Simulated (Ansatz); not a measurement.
A ladder of methods for SiHCl3 (trichlorosilane)

The species is SiHCl3 (5 atoms), meant as a singlet with charge 0. SMILES: `Cl[SiH](Cl)Cl`. The coordinates come from a PBE0-D4/def2-TZVP relaxation.

```
atom    x (Å)    y (Å)    z (Å)
  Cl   1.6909  -0.5714   0.8919
  Si  -0.0813  -0.0127   0.0754
  Cl   0.0177   1.9337  -0.4913
  Cl  -0.4760  -1.1705  -1.5442
   H  -1.1513  -0.1791   1.0681
```

Quantity: the energy change with the Si2–Cl4 bond stretched from 2.030 to 2.537 Å, in eV. The values are calculated.

```tsv
level	kind	program	value (eV)	less FCI/STO-3G
HF/STO-3G (restricted)	Hartree–Fock	Ansatz	1.56	+0.40
PBE/STO-3G (restricted)	GGA	Ansatz	0.99	-0.17
r2SCAN0/STO-3G (restricted)	hybrid meta-GGA	Ansatz	1.28	+0.12
CAM-B3LYP/STO-3G (restricted)	range-separated hybrid	Ansatz	1.26	+0.10
wB97M-V/STO-3G (restricted)	range-separated hybrid	Ansatz	1.33	+0.17
B2PLYP/STO-3G (restricted)	double hybrid	Ansatz	1.19	+0.03
CCSDT(Q)/STO-3G (restricted)	coupled cluster or CI	Ansatz	1.16	0.00
FCI/STO-3G	exact in the basis	Ansatz	1.16	0.00
```

FCI/STO-3G is exact within its basis and frozen core, so for wave-function methods in that basis the difference is their error; functionals converge differently with the basis, so for them it is only a difference. The first shape isn't each level's own minimum. The values span 0.99 to 1.56 eV. All rows use very small basis sets, so none should be taken for the real molecule's value.
